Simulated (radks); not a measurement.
Values are calculated unless marked as measured or tabulated.
Dynamic dipole polarisability and lines of the lanthanum ion La21+, [Kr]. Level of theory: scalar-relativistic Kohn-Sham, LB94 model potential, spin-polarised, spherical densities, finite nucleus; Fermi nuclear charge, rms radius of each element as measured or else 0.836 A^(1/3) + 0.57 fm (a radial shooting solver on a logarithmic mesh with Libxc functionals). Time-dependent linear response with the Hartree and adiabatic LDA kernel, continuum included through the Sternheimer equations, no spin-orbit coupling, so fine structure and intercombination lines are absent. Lines are the poles of the dipole polarisability below minus the highest occupied eigenvalue, found on a grid refined at the orbital gaps; the lowest seven at most are given, and weak or close lines can be missed. The first line takes the name of the lowest orbital gap if no other gap lies below it; otherwise a line is named after a gap within 0.6 % of it, if that gap stands alone.

| photon energy (eV) | alpha (bohr^3) |
|---|---|
| 0 | 0.1993 |
| 34.692 | 0.2135 |
| 80.948 | 0.3188 |
| 127.20 | 42.41 |
| 173.46 | -0.1769 |
| 219.72 | -0.05214 |
| 265.97 | 0.03699 |
| 312.23 | -0.02388 |
| 358.48 | -0.2994 |
| 404.74 | -0.02722 |
| 451.00 | -0.009774 |
| 497.25 | -0.01016 |
| 543.51 | -0.07945 |
| 589.76 | -0.005689 |
| 636.02 | 0.003063 |
| 682.28 | 0.01357 |

Lines (eV, oscillator strength): 127.47 (9.727 nm, 4p-4d), f = 3.86; 279.13 (4.442 nm, 4p-5s), f = 0.623; 356.47 (3.478 nm, 4p-5d), f = 0.573; 383.01 (3.237 nm, 4s-5p), f = 0.300; 435.48 (2.847 nm, 4p-6s), f = 0.133; 475.64 (2.607 nm, 4p-6d), f = 0.280; 518.55 (2.391 nm, 4p-7s), f = 0.0489. Higher lines, where found, are left out when the end of the mesh affects them. Those listed give 94 % of the static polarisability (sum of f/w^2). Orbital energy gaps for comparison: 4p-4d 103.63 eV; 4p-5s 278.38 eV; 4p-5d 355.23 eV; 4s-5p 381.99 eV; 4p-6s 435.17 eV.
